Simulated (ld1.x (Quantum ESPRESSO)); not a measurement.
u(r) = r·R(r): atom against pseudo-atom (hydrogen)

Columns: radius, all-electron u(r) and pseudo u(r) of the 1s shell (level -12.68 eV) of hydrogen in the configuration 1s0.5; PBE, scalar-relativistic, ultrasoft scheme, ld1.x (Quantum ESPRESSO) 7.5.

```tsv
r (bohr)	all-electron	pseudo
0.070	0.1408	0.0965
0.140	0.2620	0.1911
0.210	0.3654	0.2819
0.280	0.4529	0.3673
0.350	0.5262	0.4458
0.420	0.5867	0.5162
0.490	0.6358	0.5777
0.560	0.6749	0.6298
0.630	0.7051	0.6723
0.700	0.7275	0.7053
0.770	0.7430	0.7294
0.840	0.7525	0.7452
0.910	0.7568	0.7537
0.980	0.7565	0.7559
1.050	0.7524	0.7528
1.120	0.7450	0.7456
1.190	0.7347	0.7351
1.260	0.7220	0.7222
1.330	0.7074	0.7074
1.400	0.6912	0.6912
1.470	0.6737	0.6737
1.540	0.6551	0.6551
1.610	0.6358	0.6358
1.680	0.6160	0.6160
1.750	0.5957	0.5957
1.820	0.5753	0.5753
```

(1) How many radial nodes do the two functions have?

(2) At about which radius was the pseudo-wave matched?

(3) Is the pseudo-wave norm-conserving?

Results:

(1) The all-electron 1s function has n − l − 1 = 0; the pseudo-wave has 0.

(2) 1.40 bohr. The columns agree to 0.0005 from 1.19 bohr on; several derivatives are matched, so the curves merge somewhat inside the radius.

(3) No, it belongs to an ultrasoft set: the norm inside the radius is not constrained, and the difference is carried by the augmentation charge.
